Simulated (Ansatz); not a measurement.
`CC[O][Ti]([F])([O]CC)[O]CC`, relaxed with RKS PBE0-D4/def2-TZVP in the Gaussian-basis code of Ansatz from a GFN2-xTB geometry. The force threshold is 0.005 eV/Å; the program also tests the step.

Charge 0, multiplicity 1.

Start:

```xyz
26

C     0.768   -2.381   -1.155
C    -0.266   -1.754   -2.097
O    -0.550   -0.448   -1.728
Ti    0.011    0.534   -0.426
F    -0.634    2.122   -0.751
O     1.738    0.548   -0.411
C     2.560    1.297    0.420
C     1.749    2.278    1.275
O    -0.527   -0.088    1.107
C    -1.841   -0.456    1.386
C    -2.834    0.311    0.505
H     1.696   -1.806   -1.214
H     0.392   -2.337   -0.127
H     0.961   -3.417   -1.429
H     0.120   -1.765   -3.133
H    -1.201   -2.344   -2.075
H     3.287    1.854   -0.199
H     3.124    0.611    1.079
H     1.012    1.714    1.859
H     1.231    2.985    0.622
H     2.403    2.829    1.949
H    -1.960   -1.544    1.222
H    -2.047   -0.246    2.451
H    -2.618    0.101   -0.549
H    -3.857    0.018    0.736
H    -2.717    1.384    0.684
```

Question: How much energy does the relaxation release, and in how many steps? (Estimate.)

Answer: Ansatz gave: 15.79 kcal/mol, in 77 steps, 10 of them rejected.

Question: Which bonds change most? (Best estimate.)

Answer: The calculation gave: O3–Ti4 from 1.724 to 1.775 Å; Ti4–O6 from 1.727 to 1.775 Å; Ti4–F5 from 1.745 to 1.785 Å; Ti4–O9 from 1.740 to 1.775 Å.

Question: Give the relaxed structure. (An estimate is asked.)

Answer: The calculation gave: 
```xyz
26

C     0.958   -2.127   -1.308
C    -0.322   -1.730   -2.012
O    -0.591   -0.366   -1.889
Ti   -0.228    1.238   -1.221
F    -0.463    2.496   -2.465
O     1.451    1.246   -0.646
C     2.394    1.140    0.378
C     1.748    1.024    1.742
O    -1.302    1.530    0.162
C    -2.160    1.073    1.163
C    -2.427   -0.413    1.056
H     1.807   -1.572   -1.712
H     0.892   -1.920   -0.237
H     1.147   -3.195   -1.440
H    -0.260   -1.974   -3.079
H    -1.171   -2.289   -1.599
H     3.045    2.021    0.340
H     3.023    0.263    0.180
H     1.126    0.127    1.801
H     1.118    1.892    1.944
H     2.514    0.962    2.519
H    -1.714    1.310    2.137
H    -3.100    1.633    1.093
H    -1.499   -0.981    1.162
H    -3.115   -0.732    1.842
H    -2.869   -0.656    0.088
```
